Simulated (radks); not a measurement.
The numbers below are computed, except where a source is named.
Problem. These are the eigenvalues of the occupied orbitals of an atom or ion with whole-number occupations (eV). Code: a radial shooting solver on a logarithmic mesh with Libxc functionals. Model: scalar-relativistic Kohn-Sham, LDA (Slater exchange, Perdew-Wang correlation), spin-polarised, spherical densities, point nucleus.

orbital  eigenvalue
1s up     -20887.97
1s down   -20887.97
2s up     -3022.075
2s down   -3021.590
2p up     -2711.646
2p down   -2711.267
3s up     -564.9815
3s down   -564.6348
3p up     -463.1200
3p down   -462.7418
3d up     -297.8232
3d down   -297.3157
4s up     -120.1785
4s down   -117.8936
4p up      -91.6533
4p down    -89.2529
4d up      -50.3433

Which element is it, and in what charge state? The configuration may be excited. Open shells, if any, are filled with parallel spins first.

Solution. Z = 43, technetium, charge +4: Tc4+ in [Kr] 4d3. The list shows which subshells hold electrons but not how many an open one holds; the 1s level, -767.62 hartree, gives Z - s = 39.2 by -(Z - s)^2/2, which with screening and relativity narrows Z to a few neighbours, and the depths of the outer levels then fix element, charge and occupations together.
